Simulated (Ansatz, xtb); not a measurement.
# Relaxing a trial structure of CH3F2OSi+

The starting geometry of this gas-phase triplet was built from a drawn formula by distance geometry and a force field; its bonds are those of `[OH2+]C(F)(F)[SiH]`.

```xyz
8

C    -1.5341    0.6781   -0.0526
F    -0.9595    1.7944   -0.5639
F    -1.1690   -0.3402   -0.8465
O    -2.8661    0.8834   -0.3408
Si   -0.9831    0.4024    1.6689
H    -3.1221    0.1922   -0.9895
H    -2.8943    1.7574   -0.7624
H     0.4809    0.2061    1.7598
```

Problem. Predict what it relaxes into with r2SCAN-D4/def2-SVP.

Solution. It rearranges, giving a structure given below by its coordinates. Contacts that open: C1–O4 (1.38 → 3.09 Å). Contacts that close: O4–Si5 (2.80 → 1.93 Å).

The energy falls by 1.98 eV over 33 steps:

```tsv
step	E − E(last) (eV)
1	1.984
5	1.250
8	1.234
12	1.031
15	0.941
19	0.878
22	0.517
26	0.008
29	0.000
33	0.000
```

Final geometry (Å):

```yaml
atoms:
  - { symbol: C, position_ang: [-0.2000, 1.0758, -0.5602] }
  - { symbol: F, position_ang: [0.1692, 2.2261, -1.0406] }
  - { symbol: F, position_ang: [0.2373, 0.0636, -1.2567] }
  - { symbol: O, position_ang: [-3.1638, 0.6078, 0.1906] }
  - { symbol: Si, position_ang: [-1.3721, 0.8908, 0.8404] }
  - { symbol: H, position_ang: [-3.7292, -0.1435, 0.4616] }
  - { symbol: H, position_ang: [-3.7039, 1.2857, -0.2606] }
  - { symbol: H, position_ang: [-1.2848, -0.4328, 1.4987] }
```

From the same start GFN2-xTB reaches the same bonding as this run.

The end wasn't checked by frequencies. Open shells are spin-unrestricted. The triplet needn't be the ground state. Run with Ansatz 0.2.0, 2.8 min on 1 thread of Intel(R) Xeon(R) 6975P-C (Granite Rapids) (shared host).
